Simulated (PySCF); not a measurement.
Compound: C5H12Si.
Z-matrix (Å and degrees, PBE0-D3(BJ)/def2-SVP geometry), rows numbered from 1:
```
C 
C   1  1.5283
C   2  1.5288  1  111.82
Si  2  1.8866  1  111.87  3   125.97
C   4  1.8590  2  120.26  1    87.69
C   5  1.5443  4   65.48  2   105.33
H   1  1.1008  2  112.05  3   176.89
H   1  1.1032  2  110.94  3    56.42
H   1  1.1031  2  111.33  3   -62.67
H   2  1.1060  1  108.56  3  -119.73
H   3  1.1030  2  111.32  1    63.28
H   3  1.1008  2  112.04  1  -176.30
H   3  1.1033  2  110.97  1   -55.84
H   4  1.4896  2  115.15  1   -63.97
H   5  1.0957  4  119.86  6   107.69
H   5  1.0964  4  119.03  6  -107.85
H   6  1.0964  4  119.14  5   107.75
H   6  1.0957  4  119.84  5  -107.59
```

Level: PBE0/pcSseg-1 and CAM-B3LYP/def2-SVPD in PySCF, non-relativistic, on one gas-phase PBE0-D3(BJ)/def2-SVP geometry that isn't relaxed in the solvent. The solvent is an IEF-PCM continuum (van der Waals radii × 1.2). Only the electrostatic response of the medium enters.

Gas phase at PBE0/pcSseg-1: HOMO -6.64 eV, LUMO 0.94 eV, dipole 0.83 D.

Task: What does the continuum do to the energy, the frontier levels and the dipole at PBE0/pcSseg-1 in chloroform and water?

Result: 
| solvent | ε | E(solvent) − E(gas) (kcal/mol) | polarisation term (kcal/mol) | distortion of the solute (kcal/mol) | HOMO (eV) | LUMO (eV) | dipole (D) |
| --- | --- | --- | --- | --- | --- | --- | --- |
| chloroform | 4.711 | -1.05 | -1.10 | 0.05 | -6.62 | 0.98 | 1.00 |
| water | 78.36 | -1.50 | -1.60 | 0.10 | -6.63 | 0.98 | 1.08 |

The first energy column is the sum of the next two and covers electrostatics alone. From chloroform to water the lowering changes by a factor 1.44, Onsager's factor (ε − 1)/(2ε + 1) by 1.38 and ε itself by 16.6.

Gas phase at CAM-B3LYP/def2-SVPD: HOMO -7.92 eV, LUMO 1.36 eV, dipole 0.90 D.

Task: What does the continuum do to the energy, the frontier levels and the dipole at CAM-B3LYP/def2-SVPD in chloroform?

Result: 
| solvent | ε | E(solvent) − E(gas) (kcal/mol) | polarisation term (kcal/mol) | distortion of the solute (kcal/mol) | HOMO (eV) | LUMO (eV) | dipole (D) |
| --- | --- | --- | --- | --- | --- | --- | --- |
| chloroform | 4.711 | -1.02 | -1.08 | 0.06 | -7.89 | 1.51 | 1.11 |

Task: How does the static polarisability (CAM-B3LYP/def2-SVPD, frozen core, with the continuum's full static response) change?

Result: 
```tsv
medium	isotropic (au)	principal values (au)	⟨r²⟩ of the electrons (bohr²)
gas	88.0	77.4, 82.2, 104.3	916.7
chloroform	109.9	98.8, 102.6, 128.1	916.7
```

The isotropic value in chloroform is 1.25 times the gas-phase one; no cavity-field correction is applied. ⟨r²⟩ is taken about the centre of nuclear charge.

The run took 28 s of wall time on an Arm Neoverse V1 with one thread, on a shared host, and the process peaked at 0.83 GiB of memory. This is the whole shielding run at PBE0/pcSseg-1 in water, SCF included.
